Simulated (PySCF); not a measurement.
**Electronic absorption of C7H5FO2**

Species: C7H5FO2.
Structure used (PBE0-D3(BJ)/def2-SVP), in Å, numbered top down from 1:
```
atom  x, y, z in Å
C1     2.0010    1.6573   -0.5095
C2     1.5193    0.4219   -0.6895
C3     0.2483   -0.0893   -0.1730
C4    -0.6402    0.7409    0.5895
C5    -1.7857    0.1707    1.0222
F6    -2.6838    0.8130    1.7220
O7    -2.1410   -1.0695    0.8017
C8    -1.3304   -1.9728    0.0551
O9    -1.7488   -3.0810   -0.0881
C10   -0.1016   -1.3920   -0.4216
H11    1.4648    2.4198    0.0610
H12    2.9646    1.9492   -0.9329
H13    2.1056   -0.2980   -1.2691
H14   -0.4378    1.7828    0.8243
H15    0.5419   -2.0578   -0.9970
```

Method used: PySCF, TDDFT B3LYP/def2-SVPD, vertical, gas phase, core orbitals frozen in the response.

Q: List the vertical singlet excitations with oscillator strengths and describe the spectrum.

A: 

```json
{"state": "S1", "E (eV)": "3.99", "ν̃ (cm⁻¹)": "32170", "f": "0.124", "main configurations (H = HOMO, L = LUMO)": "H→L (93%)"}
{"state": "S2", "E (eV)": "4.59", "ν̃ (cm⁻¹)": "37040", "f": "0.0001", "main configurations (H = HOMO, L = LUMO)": "H-2→L (97%)"}
{"state": "S3", "E (eV)": "5.10", "ν̃ (cm⁻¹)": "41140", "f": "0.239", "main configurations (H = HOMO, L = LUMO)": "H-1→L (75%), H→L+1 (17%)"}
{"state": "S4", "E (eV)": "5.76", "ν̃ (cm⁻¹)": "46420", "f": "0.470", "main configurations (H = HOMO, L = LUMO)": "H→L+1 (76%), H-1→L (17%)"}
{"state": "S5", "E (eV)": "6.23", "ν̃ (cm⁻¹)": "50260", "f": "0.0024", "main configurations (H = HOMO, L = LUMO)": "H→L+2 (94%)"}
{"state": "S6", "E (eV)": "6.45", "ν̃ (cm⁻¹)": "52020", "f": "0.0004", "main configurations (H = HOMO, L = LUMO)": "H-2→L+1 (82%), H-2→L+3 (12%)"}
```

The lowest singlet comes at 311 nm (385 kJ/mol) in the ultraviolet; it is of moderate strength; its leading configuration is HOMO→LUMO (93%). The strongest level in the table is S4 at 5.76 eV (215 nm, f = 0.470). Löwdin shares by element: HOMO carbon 51% or more, oxygen 17% or more (atoms not listed hold the other 32%); LUMO carbon 61% or more (atoms not listed hold the other 39%). Weighted by f, the mean energy of these states is 5.31 eV. Orbital energies (eV): HOMO-3 -10.48, HOMO-2 -8.32, HOMO-1 -8.02, HOMO -6.92, LUMO -2.60, LUMO+1 -0.77, LUMO+2 0.17. Of the 6 states listed, 3 reach f = 0.01 and 2 stay under 0.0005. The window holds the lowest 6 singlets.

One conformer stands for the species.
